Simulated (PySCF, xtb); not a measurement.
B(F)(Me)(OMe) (C₂H₆BFO), SMILES FB(OC)C.

Geometry: r2SCAN-D4/def2-SVP. The values are those of a single conformer.

The numbers are results of C-PCM-B3LYP/def2-SVP (PySCF), not measurements.

The values are the electrostatic part of the solvation free energy, E(continuum) − E(gas) at the gas-phase geometry, in a cavity of scaled van der Waals radii (PySCF's table); cavitation and dispersion terms are not included. In vacuum the orbital gap is 9.47 eV. The dipole moment in vacuum is 2.81 D.

Computed values in water (ε = 78.36), ethylethanoate (ε = 5.99), benzene (ε = 2.27):
```csv
solvent,ε,ΔG(elec) (kcal/mol),dipole (D),gap (eV)
water,78.36,-3.8,3.44,9.43
ethylethanoate,5.99,-3.1,3.32,9.44
benzene,2.27,-2.0,3.14,9.45
```

For comparison, GFN2-xTB/ALPB(water) (xtb, at the GFN2-xTB geometry, all terms of that model) gives -3.0 kcal/mol.
